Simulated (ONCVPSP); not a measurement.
**Pseudopotential generation for thallium: ONCV, PBE, scalar-relativistic.**

Tl, optimised norm-conserving Vanderbilt (ONCV), made with ONCVPSP 4.0.1 (PBE, scalar-relativistic). Core [Xe] 4f14 5d10, reference 6s2 6p1. Waves: 6s: rc 1.65 bohr, ncon 4, nbas 8, qcut 3.8 1/bohr, 3 projectors, debl 2.1 Ha; 6p: rc 2.20 bohr, ncon 4, nbas 8, qcut 3.5 1/bohr, 1 projector. Local part: polynomial inside 1.40 bohr (lpopt 5, dvloc0 6 Ha). Core correction: none.

All-electron outer shells of the reference configuration (PBE, scalar-relativistic, ld1.x):

| shell | level (eV) | outermost node (bohr) | outermost maximum (bohr) |
| --- | --- | --- | --- |
| 5p | -76.10 | 0.50 | 0.91 |
| 5d | -15.49 | 0.53 | 1.11 |
| 6s | -9.55 | 1.04 | 2.08 |
| 6p | -2.37 | 1.23 | 2.91 |

Question: Does this generation succeed?

Answer: No. ONCVPSP 4.0.1 stopped with "optimize: ERROR ps0norm > uunorm, code will stop": the continuity conditions at rc already need more norm inside rc than the all-electron wave has, so norm conservation cannot be met. It happened in the s channel.
